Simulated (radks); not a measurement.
Species: the lutetium ion Lu12+. Configuration: [Kr] 4d10 4f(5/2: 6, 7/2: 5) 5s2 (the NIST ground configuration). All-electron calculation, Dirac Kohn-Sham, PBE, spin-unpolarised, spherical densities, finite nucleus; Fermi nuclear charge, rms radius 5.37 fm. Program: a radial shooting solver on a logarithmic mesh with Libxc functionals.

Spin-orbit splittings of the eigenvalues, e(l+1/2) - e(l-1/2), with zeta = 2 splitting/(2l+1) and mean radii in bohr:

shell,occ.,splitting (eV),zeta (eV),<r> j=l-1/2,<r> j=l+1/2
2p,6,1118,745.1,0.06740,0.07501
3p,6,238.5,159.0,0.2020,0.2161
3d,10,52.07,20.83,0.1898,0.1942
4p,6,55.14,36.76,0.4816,0.5127
4d,10,10.27,4.108,0.5305,0.5409
4f,11,1.902,0.5434,0.5969,0.6028
